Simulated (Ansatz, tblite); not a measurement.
Removing and adding an electron: Li4O2 (the lowest singlet isomer of a short search). Charge 0, multiplicity 1. Geometry: r2SCAN-D4/def2-TZVP. Ansatz, gas phase; energy differences of separate SCF runs; the oxidised species was run as a doublet alone; the reduced species was run as a doublet alone.

| atom | x (Å) | y (Å) | z (Å) |
| --- | --- | --- | --- |
| Li1 | 2.488 | 1.781 | -0.353 |
| Li2 | 0.043 | -0.254 | -0.992 |
| Li3 | -0.040 | 0.251 | 0.998 |
| Li4 | -2.494 | -1.776 | 0.342 |
| O5 | 1.179 | 0.841 | -0.162 |
| O6 | -1.177 | -0.843 | 0.167 |

The xTB rows come from tblite. Correlated methods freeze 2 core orbitals; core or outer-core shells of Li are correlated, in sets that lack core-valence functions. In CCSD on the charge 1 doublet the largest single amplitude is 0.29, so its Hartree–Fock determinant may place the open shell otherwise than the density functionals do. HOMO above LUMO, or a gap near zero within one spin, warns that the state may not be the lowest or that an electron is smeared out. The structure comes from a short search, and lower isomers may exist.

| level | −HOMO (eV) | vertical IE (eV) | −LUMO (eV) | vertical EA (eV) | HOMO–LUMO gap (eV) | IE − EA (eV) | remarks |
| --- | --- | --- | --- | --- | --- | --- | --- |
| GFN2-xTB | 7.38 | 10.62 | 4.97 | 2.31 | 2.41 | 8.31 | – |
| HF/def2-TZVPD | – | – | – | -0.32 | – | – | HOMO above zero (-1 doublet) |
| PBE-D4/def2-TZVPD | 3.02 | – | 1.07 | 0.30 | 1.95 | – | HOMO above zero (-1 doublet), gap within one spin near zero (-1 doublet) |
| r2SCAN-D4/def2-TZVPD | 3.11 | – | 0.53 | 0.17 | 2.58 | – | HOMO above zero (-1 doublet), gap within one spin near zero (-1 doublet) |
| PBE0-D4/def2-TZVP | 4.15 | 5.87 | 0.54 | – | 3.61 | – | – |
| PBE0-D4/def2-TZVPD | 4.18 | – | 0.57 | 0.15 | 3.61 | – | HOMO above zero (-1 doublet) |
| CCSD(T)/def2-TZVPP | – | 6.34 | – | – | – | – | large T1 (0.050) (+1 doublet) |

(1) Estimate the rows for GFN1-xTB, PBE-D4/def2-TZVP, r2SCAN-D4/def2-TZVP, MP2/def2-TZVPD, CCSD/def2-TZVPD, CCSD/def2-TZVPP, CCSD(T)/def2-TZVPD.

Results:

(1) 
```tsv
level	−HOMO (eV)	vertical IE (eV)	−LUMO (eV)	vertical EA (eV)	HOMO–LUMO gap (eV)	IE − EA (eV)	remarks
GFN1-xTB	9.87	12.80	6.77	4.72	3.11	8.09	–
PBE-D4/def2-TZVP	3.00	5.81	1.07	–	1.93	–	–
r2SCAN-D4/def2-TZVP	3.07	5.70	0.55	–	2.53	–	–
MP2/def2-TZVPD	–	–	–	-0.24	–	–	HOMO above zero (-1 doublet)
CCSD/def2-TZVPD	–	–	–	-0.23	–	–	HOMO above zero (-1 doublet)
CCSD/def2-TZVPP	–	6.21	–	–	–	–	large T1 (0.050) (+1 doublet)
CCSD(T)/def2-TZVPD	–	–	–	-0.21	–	–	HOMO above zero (-1 doublet)
```

Run but left out: HF/def2-TZVPP, MP2/def2-TZVPP (charge +1 doublet: a determinant that CCSD turns far, T1 0.050).   A HOMO above zero means that the electron is unbound at that level or that self-interaction error raises the level; the energy of removing that electron tells which. Raw xTB energy differences between charge states are shifted by several eV; the methods need an empirical correction for them. A negative affinity means that the extra electron isn't bound; its size then hangs on the basis.
